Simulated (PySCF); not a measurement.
Polarisability and C₆ of Sc (scandium, neutral)

[Ar] 3d2 4s1, high-spin 4F determinant (an excited configuration). Calculation: PySCF 2.14, in aug-cc-pVDZ-DK; scalar relativity by spin-free X2C-1e. Coupled (time-dependent) response in atomic units; α is the mean over directions. A double-zeta set is small for polarisabilities.

| method | mean α (bohr³) | C₆ (like pair) | S(−4) |
| --- | --- | --- | --- |
| UHF | 222.6 | 2607 | 95260 |
| PBE | 194.0 | 1774 | 182500 |
| PBE0 | 182.8 | 1797 | 106400 |

S(−4) is the Cauchy moment in α(ω) = α(0) + S(−4) ω² + …

α(iu) at UHF:

| u (hartree) | α(iu) (bohr³) |
| --- | --- |
| 0 | 222.6 |
| 0.0500 | 141.1 |
| 0.100 | 78.10 |
| 0.200 | 32.18 |
| 0.300 | 18.42 |
| 0.500 | 9.439 |
| 0.750 | 5.729 |
| 1.00 | 4.007 |
| 1.50 | 2.324 |
| 2.00 | 1.511 |
| 3.00 | 0.7727 |
| 5.00 | 0.3070 |

A single London oscillator, α(iu) = α/(1 + u²/ω²), gives C₆ = (3/4) ω α². Matching the computed C₆ needs ω = 4 × 2607 / (3 × 222.6²) = 0.0702 hartree.
